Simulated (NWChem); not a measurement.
The numbers come from NWChem runs, not from measurements. System: F4Zr, charge 0, spin multiplicity 1, at a geometry optimised with PBE0/def2-SVP with def2 effective core potentials on Zr. The structure started from a generated list of species. Level: MP2/def2-SVPD with def2 effective core potentials on Zr, 4 core orbitals frozen.

Output (cleaned and shortened):

```
             Northwest Computational Chemistry Package (NWChem) 7.3.0
             --------------------------------------------------------

                                NWChem Input Module
                                -------------------

 Scaling coordinates for geometry "geometry" by  1.889725989
 (inverse scale =  0.529177249)

 Turning off AUTOSYM since
 SYMMETRY directive was detected!

                             Geometry "geometry" -> ""
                             -------------------------

 Output coordinates in angstroms (scale by  1.889725989 to convert to a.u.)

  No.       Tag          Charge          X              Y              Z
 ---- ---------------- ---------- -------------- -------------- --------------
    1 Zr                  40.0000     0.00000000     0.00000000     0.00000400
    2 F                    9.0000     0.00000000     1.54747500    -1.09423000
    3 F                    9.0000     0.00000000    -1.54747500    -1.09423000
    4 F                    9.0000    -1.54749200     0.00000000     1.09422000
    5 F                    9.0000     1.54749200     0.00000000     1.09422000

 Effective nuclear repulsion energy (a.u.)     485.1589316966

            Nuclear Dipole moment (a.u.)
            ----------------------------
        X                 Y               Z
 ---------------- ---------------- ----------------
     0.0000000000     0.0000000000    -0.0000377945

      Symmetry information
      --------------------

 Group name             C2v
 Group number             16
 Group order               4
 No. of unique centers     3

      Symmetry unique atoms

     1    2    4


 Summary of "ao basis" -> "" (spherical)
 ------------------------------------------------------------------------------
       Tag                 Description            Shells   Functions and Types
 ---------------- ------------------------------  ------  ---------------------
 *                         def2-svpd                  on all atoms

 Summary of "ao basis" -> "ao basis" (spherical)
 ------------------------------------------------------------------------------
       Tag                 Description            Shells   Functions and Types
 ---------------- ------------------------------  ------  ---------------------
 Zr                        def2-svpd                12       34   5s4p2d1f
 F                         def2-svpd                 9       23   4s3p2d

                                 NWChem SCF Module
                                 -----------------

  ao basis        = "ao basis"
  functions       =   126
  atoms           =     5
  closed shells   =    24
  open shells     =     0
  charge          =   0.00
  wavefunction    = RHF
  use symmetry    = T
  symmetry adapt  = T

 Summary of "ao basis" -> "ao basis" (spherical)
 ------------------------------------------------------------------------------
       Tag                 Description            Shells   Functions and Types
 ---------------- ------------------------------  ------  ---------------------
 Zr                        def2-svpd                12       34   5s4p2d1f
 F                         def2-svpd                 9       23   4s3p2d

      Symmetry analysis of basis
      --------------------------

        a1         47
        a2         17
        b1         31
        b2         31

 Forming initial guess at       0.1s

      Superposition of Atomic Density Guess
      -------------------------------------

 Sum of atomic energies:        -450.68824576

      Non-variational initial energy
      ------------------------------

 Total energy =    -443.332730
 1-e energy   =   -1038.064710
 2-e energy   =     391.016730
 HOMO         =      -0.670040
 LUMO         =      -0.064584

      Symmetry analysis of molecular orbitals - initial
      -------------------------------------------------

  Numbering of irreducible representations:

     1 a1          2 a2          3 b1          4 b2

  Orbital symmetries:

     1 a1          2 b2          3 a1          4 b1          5 a1
     6 b2          7 b1          8 a1          9 a1         10 a1
    11 b2         12 b1         13 a1         14 b1         15 b2
[...]
    40      0.299117  2 F  py                63     -0.299117  3 F  py
    85      0.299122  4 F  px               108     -0.299122  5 F  px
     8      0.262999  1 Zr pz                43     -0.218854  2 F  py
    66      0.218854  3 F  py                88     -0.218857  4 F  px
   111      0.218857  5 F  px

 Vector   24  Occ=2.000000D+00  E=-6.516490D-01  Symmetry=b1
              MO Center=  2.4D-09,  8.1D-16, -4.6D-02, r^2= 4.0D+00
   Bfn.  Coefficient  Atom+Function         Bfn.  Coefficient  Atom+Function
  ----- ------------  ---------------      ----- ------------  ---------------
    39      0.326436  2 F  px                62      0.326436  3 F  px
    87      0.299140  4 F  pz               110     -0.299140  5 F  pz
     6      0.263004  1 Zr px                42     -0.239114  2 F  px
    65     -0.239114  3 F  px                90     -0.218870  4 F  pz
   113      0.218870  5 F  pz

 Vector   25  Occ=0.000000D+00  E= 3.953978D-02  Symmetry=a1
              MO Center= -2.7D-13,  5.2D-13,  1.3D-04, r^2= 1.1D+01
   Bfn.  Coefficient  Atom+Function         Bfn.  Coefficient  Atom+Function
  ----- ------------  ---------------      ----- ------------  ---------------
     5      1.889956  1 Zr s                 38     -0.508179  2 F  s
    61     -0.508179  3 F  s                 84     -0.508132  4 F  s
   107     -0.508132  5 F  s                  4      0.456863  1 Zr s
     3     -0.150389  1 Zr s

 Vector   26  Occ=0.000000D+00  E= 6.203219D-02  Symmetry=b2
              MO Center= -3.8D-16, -7.9D-12,  6.6D-01, r^2= 1.6D+01
   Bfn.  Coefficient  Atom+Function         Bfn.  Coefficient  Atom+Function
  ----- ------------  ---------------      ----- ------------  ---------------
    13      1.954970  1 Zr py                16     -1.852147  1 Zr py
    38      0.905331  2 F  s                 61     -0.905331  3 F  s
    24      0.537454  1 Zr d -1              46     -0.507047  2 F  py
    69     -0.507047  3 F  py                47      0.281479  2 F  pz
    70     -0.281479  3 F  pz

 Vector   27  Occ=0.000000D+00  E= 6.203233D-02  Symmetry=a1
              MO Center=  3.4D-09, -3.8D-10, -1.2D-04, r^2= 1.7D+01
   Bfn.  Coefficient  Atom+Function         Bfn.  Coefficient  Atom+Function
  ----- ------------  ---------------      ----- ------------  ---------------
    14      1.954965  1 Zr pz                17     -1.852095  1 Zr pz
    38     -0.640120  2 F  s                 61     -0.640120  3 F  s
    84      0.640156  4 F  s                107      0.640156  5 F  s
    27     -0.537437  1 Zr d  2              47     -0.308005  2 F  pz
    70     -0.308005  3 F  pz                93     -0.308009  4 F  pz

 center of mass
 --------------
 x =   0.00000000 y =   0.00000000 z =  -0.00000023

 moments of inertia (a.u.)
 ------------------
         649.860233872510           0.000000000000           0.000000000000
           0.000000000000         649.867373073989           0.000000000000
           0.000000000000           0.000000000000         649.870381881211

  Mulliken analysis of the total density
  --------------------------------------

    Atom       Charge   Shell Charges
 -----------   ------   -------------------------------------------------------
    1 Zr  12     9.14  -0.48  1.64  0.87  0.03 -0.00  5.98  0.03 -0.02 -0.02  1.02 -0.07  0.17
    2 F    9     9.71   1.99  1.12  0.84  0.02  3.32  2.22  0.20  0.00  0.01
    3 F    9     9.71   1.99  1.12  0.84  0.02  3.32  2.22  0.20  0.00  0.01
    4 F    9     9.71   1.99  1.12  0.84  0.02  3.32  2.22  0.20  0.00  0.01
    5 F    9     9.71   1.99  1.12  0.84  0.02  3.32  2.22  0.20  0.00  0.01

       Multipole analysis of the density wrt the origin
       ------------------------------------------------

     L   x y z        total         open         nuclear
     -   - - -        -----         ----         -------
     0   0 0 0      0.000000      0.000000     48.000000

     1   1 0 0     -0.000000      0.000000      0.000000
     1   0 1 0      0.000000      0.000000      0.000000
     1   0 0 1      0.000030      0.000000     -0.000249

     2   2 0 0    -34.230256      0.000000    153.931323
     2   1 1 0      0.000000      0.000000      0.000000
     2   1 0 1      0.000000      0.000000      0.000000
     2   0 2 0    -34.230026      0.000000    153.927941
     2   0 1 1     -0.000000      0.000000      0.000000
     2   0 0 2    -34.229959      0.000000    153.926516

                   NWChem MP2 Semi-direct Energy/Gradient Module
                   ---------------------------------------------

  Basis functions       =    126
  Molecular orbitals    =    126
  Frozen core           =      4
  Frozen virtuals       =      0
  Active alpha occupied =     20
  Active beta occupied  =     20
  Active alpha virtual  =    102
  Active beta virtual   =    102
  Use MO symmetry       = T
  Use skeleton AO sym   = T

  AO/Fock/Back tols     =   1.0D-09  1.0D-09  1.0D-09

 GA uses MA = F    GA memory limited = T

 Available:
  local mem=  1.26D+08
 global mem=  1.44D+08
 local disk=  0.00D+00
  mp2_memr nvloc                   102
  nvloc new                   102
   1 passes of  20:        5242880                     134346                  54731442.
   1 passes of  20: M    126140766           G      144147448           F     120897886.

 Semi-direct pass number   1 of   1  for RHF alpha+beta  at        4.5s
  vrange nnbf                  7887
  mp2_eaftype                   208  avail_ma_in_mb                  1099
 EAF : mp2_eaftype filesize         208   27365721.
  mp2_eaf for mointskh                    208
Node 0 wrote    128.7 Mb in      0.1 s     Agg I/O rate:  1808.9 Mb/s
 Done moints_semi at       14.1s
  mp2_eaftype                   208  avail_ma_in_mb                   891
 EAF : mp2_eaftype filesize         208   27365721.
  mp2_eaf for kh                   208
 Done maket at       15.1s
 Done multipass loop at       15.1s

          -------------------------------------------
          SCF energy                -444.327963904522
          Correlation energy          -1.057091745904
          Singlet pairs               -0.596724385076
          Triplet pairs               -0.460367360829
          Total MP2 energy          -445.385055650427
          -------------------------------------------

          ---------------------------------------------------
                    Spin Component Scaled (SCS) MP2
          Same spin pairs                     -0.306911573886
          Same spin scaling factor             0.333333333333
          Opposite spin pairs                 -0.750180172019
          Opposite spin scaling fact.          1.200000000000
          SCS-MP2 correlation energy          -1.002520064384
          Total SCS-MP2 energy              -445.330483968907
          ---------------------------------------------------

 -----------------------
 Performance information
 -----------------------

 Timer overhead =  2.76D-07 seconds/call

               Nr. of calls         CPU time (s)                 Wall time (s)                GFlops
             ---------------    -------------------     ------------------------------   -------------------
Name         Min   Avg   Max    Min     Avg     Max     Min     Avg     Max   Mx/calls   Min     Max     Sum
mp2: moin     1     1     1    9.6     9.6     9.6      9.6     9.6     9.6     9.6      0.0     0.0     0.0
mp2: make     1     1     1   0.99    0.99    0.99     0.99    0.99    0.99    0.99      0.0     0.0     0.0
mp2: tota     1     1     1    11.     11.     11.      11.     11.     11.     11.      0.0     0.0     0.0

 The average no. of pstat calls per process was 3.00D+00
 with a timing overhead of 8.28D-07s

 Task  times  cpu:       15.0s     wall:       15.0s

 Total times  cpu:       15.1s     wall:       15.1s
```

Q: Write an NWChem input that would produce this output.

A: This is not unique; one that fits is 
```
start mol
memory heap 200 mb stack 900 mb global 1100 mb
geometry units angstroms nocenter noautoz
  Zr     0.000000     0.000000     0.000004
  F      0.000000     1.547475    -1.094230
  F      0.000000    -1.547475    -1.094230
  F     -1.547492     0.000000     1.094220
  F      1.547492     0.000000     1.094220
  symmetry group C2v
end
basis spherical
  * library def2-svpd
end
ecp
  Zr library def2-ecp
end
scf
  rhf
  nopen 0
  maxiter 100
  thresh 1e-7
  semidirect memsize 60000000 filesize 0
end
mp2
  freeze core 4
end
task mp2 energy
```
